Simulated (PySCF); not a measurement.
Species: C8H16.
Atom-mapped SMILES: `[CH3:1][CH2:2][C@@H:3]([CH3:4])[CH2:5][CH:6]1[CH2:7][CH2:8]1`

Cartesian coordinates in Å at the GFN2-xTB level; atoms count from 1:
```
atom  x, y, z in Å
C1    -2.531   -0.282    1.440
C2    -1.509    0.533    0.656
C3    -0.663   -0.313   -0.303
C4    -1.492   -0.789   -1.494
C5     0.555    0.480   -0.806
C6     1.641    0.623    0.234
C7     3.074    0.728   -0.192
C8     2.581   -0.519    0.477
H9    -3.063    0.358    2.142
H10   -3.263   -0.740    0.781
H11   -2.036   -1.069    2.005
H12   -2.024    1.310    0.085
H13   -0.848    1.030    1.368
H14   -0.295   -1.190    0.241
H15   -2.349   -1.372   -1.167
H16   -0.893   -1.413   -2.152
H17   -1.853    0.063   -2.067
H18    0.227    1.471   -1.134
H19    0.975   -0.033   -1.675
H20    1.357    1.207    1.101
H21    3.296    0.685   -1.248
H22    3.731    1.383    0.360
H23    2.467   -1.405   -0.130
H24    2.903   -0.724    1.487
```

NICS = −σ at a ghost point: NICS(0) at the centroid of the ring atoms, NICS(1) 1 Å to either side along the normal of their mean plane, zz for the tensor component along that normal. Level: GIAO PBE0/pcSseg-1 (PySCF, non-relativistic, gas phase) on the GFN2-xTB geometry, one conformer.

Ring bond lengths (Å), with Mayer bond orders in brackets: C6–C7 1.499 (0.97), C7–C8 1.499 (0.98), C8–C6 1.499 (0.95).

Problem. What do the NICS probes read (ppm)?

Solution. 
```tsv
ring	type	NICS(0)	NICS(1), two faces	NICS(1)zz, two faces	rms pucker (Å)	centre to ring atoms, mean (Å)
C6–C7–C8	3-membered carbocycle; formal bonds all single	-44.0	-8.5 / -8.8	-21.0 / -23.7	0.00	0.87
```

Problem. What do they say, and how far can they be read as aromaticity?

Solution. 
- C6–C7–C8: mean NICS(1)zz -22.4 ppm, shielded. C6, C7, C8 have four or more neighbours; no verdict on aromaticity is drawn. NICS(0) lies 35 ppm below the mean NICS(1).

Problem. What is the mean of the two in-plane components of NICS at the first NICS(1) probe listed for ring C6–C7–C8, 1 Å off the ring?

Solution. The isotropic value is a third of the trace: (3 × -8.5 − (-21.0))/2 = -2.2 ppm.

On one thread of an Arm Neoverse V1, no GPU, on a shared host, this took 48 s (grids of density and orbitals included) and 0.97 GiB of memory at its peak. This is the whole shielding run at PBE0/pcSseg-1, SCF included.
